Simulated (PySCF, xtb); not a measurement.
Sb(H)2(SiH3) (H5SbSi), SMILES [SiH3][SbH2].

Harmonic wavenumbers (cm⁻¹) from GFN2-xTB in xtb at its own minimum, in rising order: 72, 313, 377, 387, 531, 563, 757, 793, 811, 836, 1500, 1620, 2245, 2254, 2261.

What does B3LYP-D3(BJ)/def2-TZVP (PySCF 2.14.0) give at its own minimum? (Estimate from the structure and the level; the computed values follow.)

124, 298, 391, 407, 602, 627, 829, 877, 951, 954, 1927, 1932, 2212, 2226, 2232. Paired by order, the mean absolute difference is 99 cm⁻¹ and the zero-point energies are 21.9 and 23.7 kcal/mol.
